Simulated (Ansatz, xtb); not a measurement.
## F2H4In2O2: which of two structures lies lower

Structure a: `[F][InH-]1[OH+][InH-]([F])[OH+]1`, a singlet. Structure b: a singlet given by its coordinates. Both are isolated molecules in the gas phase, relaxed with PBE0-D4/def2-SVP.

a (Å):

```yaml
atoms:
  - { symbol: F, position_ang: [-0.0683, -1.3963, -2.3285] }
  - { symbol: F, position_ang: [-2.4080, 1.2192, 0.3016] }
  - { symbol: In, position_ang: [1.1010, -0.9700, -0.8119] }
  - { symbol: In, position_ang: [-0.6627, 1.0013, 1.1707] }
  - { symbol: O, position_ang: [-0.2982, -1.0961, 0.8246] }
  - { symbol: O, position_ang: [0.6549, 1.1216, -0.5327] }
  - { symbol: H, position_ang: [2.6930, -1.4818, -0.5305] }
  - { symbol: H, position_ang: [-1.1049, -1.5683, 0.5764] }
  - { symbol: H, position_ang: [-0.1228, 1.6651, 2.6347] }
  - { symbol: H, position_ang: [0.2161, 1.5054, -1.3045] }
```

b (Å):

```xyz
10

F    -0.4067   -1.8673   -1.9261
F    -0.6289   -2.1186    1.0676
In    0.8499   -0.4185    1.5408
In   -1.7641   -1.4045   -0.4991
O     1.7044   -1.3202   -0.5895
O    -0.9235    0.3677    0.1785
H     2.2336   -0.7439   -1.1519
H     0.9666   -1.6445   -1.1750
H    -0.9850    1.1866   -0.3240
H    -3.3975   -1.7985   -0.7269
```

Close contacts (Å): F1–In4 2.02, F2–In3 2.30, F2–In4 2.06, In3–In4 3.46, In3–O5 2.47, In3–O6 2.37, In4–O6 2.08, In4–H10 1.70, O5–H7 0.96, O5–H8 1.00, O6–H9 0.96.

Problem. Estimate E(b) − E(a) at the level CCSD(T)/def2-SVP + ΔMP2/def2-TZVPP.

Solution. Calculated at CCSD(T)/def2-SVP + ΔMP2/def2-TZVPP: E(b) − E(a) = −102.6 kJ/mol, so structure b lies lower.

How the difference moves with the method:

```tsv
level	geometry	E(b) − E(a) (kJ/mol)	departure from the last row (kJ/mol)	job, with rough time for the two
PBE0-D4/def2-SVP	PBE0-D4/def2-SVP	−118.0	−15.4	optimisation, 3.7 min
HF/def2-SVP	PBE0-D4/def2-SVP	−92.9	+9.7	part of the CCSD(T) run
MP2/def2-SVP	PBE0-D4/def2-SVP	−79.2	+23.3	part of the CCSD(T) run
CCSD(T)/def2-SVP	PBE0-D4/def2-SVP	−92.8	+9.8	single point
CCSD(T)/def2-SVP + ΔMP2/def2-TZVPP	PBE0-D4/def2-SVP	−102.6		single point, 4.1 min
```

The levels shown agree on the order. The largest departure from CCSD(T)/def2-SVP + ΔMP2/def2-TZVPP is that of MP2/def2-SVP, 23.3 kJ/mol. No reliable frequencies are at hand for b, so it isn't confirmed as a minimum. Levels run at GFN2-xTB geometries aren't shown. The last row adds to CCSD(T) the change of the MP2 difference between the two basis sets, here −9.8 kJ/mol.

The correlated steps freeze 12 core orbitals; the filled d shell of In is correlated, in a basis made for valence electrons. Atoms past krypton carry core potentials in the def2 sets and no spin–orbit term is included. Run with Ansatz 0.2.0, xtb 6.7.1; the last row on 2 threads of Intel(R) Xeon(R) Processor @ 2.50GHz (Skylake/Cascade Lake) on a shared host.
